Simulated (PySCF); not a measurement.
Species: C6H11FO (charge +1 and doublet state).
SMILES with atom numbers: `[CH3:1][C:2](=[O+:3])[CH2:4][C@@H:5]([CH3:6])[CH2:7][F:8]` (hydrogens: H9, H10, H11 on C1; H12, H13 on C4; H14 on C5; H15, H16, H17 on C6; H18, H19 on C7)

Cartesian coordinates in Å at the GFN2-xTB level; atoms count from 1:
```xyz
19
C6H11FO angstrom
C      2.7621   -0.6999    0.0064
C      1.3239   -0.6685    0.4190
O      0.8805   -1.3773    1.2765
C      0.4643    0.2934   -0.3893
C     -0.8892    0.5688    0.2669
C     -1.7513    1.3714   -0.7363
C     -1.5987   -0.7190    0.6277
F     -1.7375   -1.5321   -0.4447
H      3.0723    0.1912   -0.5286
H      2.8877   -1.5701   -0.6434
H      3.3850   -0.8640    0.8855
H      0.3237   -0.1933   -1.3629
H      1.0092    1.2224   -0.5572
H     -0.7549    1.1548    1.1803
H     -1.9679    0.7812   -1.6230
H     -1.2260    2.2756   -1.0296
H     -2.6884    1.6449   -0.2593
H     -2.5790   -0.5991    1.1030
H     -0.9255   -1.2712    1.3435
```

The hyperfine couplings belong to this conformer and change with its torsions.

Level of theory: UKS B3LYP, pcH-1 on C F H O, non-relativistic, mean-field spin-orbit, GIAO (PySCF). One conformer (not necessarily the lowest) at the GFN2-xTB geometry, without solvent, vibrations or thermal averaging. GFN2-xTB frequencies show an imaginary mode (62i cm⁻¹), so this geometry is no minimum at that level. A GFN2-xTB geometry isn't a minimum of the functional, and hyperfine couplings can be far from their values at a DFT geometry, by a factor of two or more for some ions and for spin on atoms past the first row. The SCF solution wasn't tested for stability.

Principal values of hyperfine tensors in MHz (contact and dipolar terms together), for some of the nuclei:

```
atom  isotope      A1      A2      A3
 H19       1H  197.47  207.52  248.36
 H18       1H   49.76   53.44   69.38
  C1      13C   39.87   40.57   75.75
  C2      13C  -60.94  -43.21  -34.21
  F8      19F  -86.72  -83.81  300.34
  C6      13C   16.04   16.21   35.61
  C5      13C  -15.44  -14.98    2.55
  C4      13C   -5.08   -3.72   35.07
```

Task: Give the isotropic coupling of each nucleus in MHz and in mT (g = 2.0054), and the anisotropic part.

Result: a_iso = (A1 + A2 + A3)/3, Ti = Ai − a_iso; 1 mT corresponds to 28.069 MHz.

```csv
atom,a_iso (MHz),a_iso (mT),T1,T2,T3
H19,217.78,7.759,-20.32,-10.26,30.57
H18,57.53,2.049,-7.77,-4.08,11.85
C1,52.06,1.855,-12.20,-11.49,23.69
C2,-46.12,-1.643,-14.82,2.91,11.91
F8,43.27,1.542,-129.99,-127.08,257.07
C6,22.62,0.806,-6.58,-6.41,12.99
C5,-9.29,-0.331,-6.15,-5.69,11.84
C4,8.76,0.312,-13.84,-12.47,26.32
```

Task: What spin density at the nucleus of C6 lies behind its contact coupling (g_N = 1.40482)?

Result: a_FC = (2μ0/3) gₑ μB g_N μN ρ(0)/(2S·h) = 800.24 MHz × g_N × ρ(0)/(2S), with ρ in bohr⁻³. With a_FC = 22.62 MHz and 2S = 1, ρ(0) = 0.02012 bohr⁻³.

Task: O3 (17O, g_N = -0.75752) isn't in the table. Its spin density at the nucleus is 0.06947 bohr⁻³. What is its contact coupling?

Result: By the same relation, a_FC = -42.1 MHz. Its full tensor has the principal values -201.63, 31.07, 44.22 MHz.

Task: Which nucleus of the table has the largest anisotropic coupling, and what is its form?

Result: F8: -130.0, -127.1, 257.1 MHz, axial, in the ratio −1:−1:+2.

Task: What first-order splitting does H18 cause when the field lies along A1, A2 or A3 of its tensor (g taken as isotropic, no quadrupole term)?

Result: 2 lines (I = 1/2), spaced by |A_i|/(g × 13.996): 1.77, 1.90, 2.47 mT along the axes of A1, A2 and A3.
